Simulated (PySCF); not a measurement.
# How the method changes the shape and vibrations of BH4OSi anion

Calculated results; nothing here was measured. They come from PySCF 2.14.0, an open-source quantum chemistry program, on an isolated molecule that a program drew, which may never have been made. The molecule is BH4OSi anion (charge -1, singlet), drawn as the SMILES string `OB[SiH2-]`.

The geometry was optimised and harmonic frequencies were computed with HF and MP2, all in the aug-cc-pV(D+d)Z basis, for the commonest isotopes, with a restricted reference for singlets and an unrestricted one otherwise, and a frozen core in MP2. Each result is a local minimum of its method.

Geometry at the HF minimum:
```xyz
7
BH4OSi anion, angstrom
O     0.6300    1.6894   -2.1760
B     0.3351    2.3430   -0.9797
Si    1.6949    3.0371    0.3328
H    -0.1333    1.5834   -2.7153
H    -0.8552    2.6269   -0.8564
H     2.7957    1.9851    0.3891
H     0.9989    2.8038    1.6693
```

Lengths of the bonds as drawn, in Å (atoms numbered as above):
```
bond,HF,MP2
O1-B2,1.395,1.430
B2-Si3,2.013,1.975
O1-H4,0.941,0.965
B2-H5,1.230,1.233
Si3-H6,1.524,1.518
Si3-H7,1.525,1.517
```

Rotational constants, in GHz:
| constant | HF | MP2 |
|---|---|---|
| A | 42.24 | 42.02 |
| B | 4.431 | 4.472 |
| C | 4.107 | 4.123 |

Harmonic frequencies in cm^-1, each column in rising order, so a row needn't be the same motion in every method:
| rank | HF | MP2 |
|---|---|---|
| 1 | 260 | 245 |
| 2 | 265 | 293 |
| 3 | 411 | 350 |
| 4 | 539 | 495 |
| 5 | 593 | 562 |
| 6 | 729 | 690 |
| 7 | 881 | 806 |
| 8 | 1012 | 951 |
| 9 | 1058 | 987 |
| 10 | 1184 | 1064 |
| 11 | 1318 | 1234 |
| 12 | 2037 | 2079 |
| 13 | 2057 | 2081 |
| 14 | 2426 | ? |
| 15 | 4194 | 3837 |

**Estimate the missing MP2 frequency from the HF column.**

A single factor s that minimises the squared misfit of MP2 against s times HF over the other rows is sum(HF x MP2) / sum(HF^2) = 0.9430, with an rms misfit of 69 cm^-1. For rank 14 it gives 0.9430 x 2426 = 2288 cm^-1. The calculation gives 2412 cm^-1, 124 cm^-1 above the estimate. The drawn bonds are on average 0.4 % longer in MP2 than in HF.
